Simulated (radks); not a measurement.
Results of a calculation; reference values are marked as such.
Task: Radial electron density D(r) = 4 pi r^2 rho(r) of an atom or ion with 14 electrons. Level of theory: Dirac Kohn-Sham, PBE, spin-unpolarised, spherical densities, finite nucleus; Fermi nuclear charge, rms radius of each element as measured or else 0.836 A^(1/3) + 0.57 fm (a radial shooting solver on a logarithmic mesh with Libxc functionals).

```
   r/bohr * D(r) (the largest magnitude, 29.2, reaches the edge; | marks zero)
 0.004309 |  *
 0.005434 |    *
 0.006798 |      *
 0.008505 |         *
  0.01073 |             *
  0.01342 |                   *
  0.01692 |                          *
  0.02117 |                                 *
   0.0267 |                                         *
   0.0334 |                                               *
  0.04179 |                                                   *
   0.0527 |                                                  *
  0.06593 |                                              *
  0.08315 |                                        *
    0.104 |                                     *
   0.1301 |                                        *
   0.1641 |                                                *
   0.2053 |                                                      *
    0.259 |                                                   *
    0.324 |                                     *
   0.4053 |                     *
   0.5111 |            *
   0.6395 |           *
   0.8064 |           *
    1.009 |       *
    1.272 |  *
    1.592 |*
    1.991 *
    2.511 *
```

What is the nuclear charge?

Result: Z = 23. The innermost maximum, from 1s, lies near gamma/Z bohr with gamma = sqrt(1 - (Z/c)^2) = 0.986, here 0.0429 bohr (found: 0.0456), and its height grows with Z. The density is that of the vanadium ion V9+ in [Ne] 3s2 3p2; the configuration itself is not fixed sharply by these data, and Z only to about a unit. D(r) has 3 maxima, at r = 0.0456, 0.215, 0.710 bohr, and minima at 0.104, 0.605 bohr, inside which lie 2.14, 10.58 electrons.
